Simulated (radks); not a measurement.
The numbers below are computed, except where a source is named.
Task: The mean radii <r> (bohr) of the occupied orbitals of an atom or ion are listed with their occupations. Level of theory: Dirac Kohn-Sham, BLYP, spin-unpolarised, spherical densities, point nucleus (a radial shooting solver on a logarithmic mesh with Libxc functionals).

| orbital | occ. | <r> |
|---|---|---|
| 1s1/2 | 2 | 0.3295 |
| 2s1/2 | 2 | 1.952 |
| 2p1/2 | 1 | 2.308 |

Name the element and its charge. Open shells, if any, fill j = l - 1/2 first.

Result: Z = 5, boron, charge 0: B in [He] 2s2 2p1. The 1s radius gives Z: for a bare nucleus <r> = (2 gamma + 1)/(2Z) with gamma = sqrt(1 - (Z/c)^2), 0.2999 bohr for Z = 5, and screening makes it slightly larger (0.3295 here). The occupations add up to 5, and the charge is Z minus that.
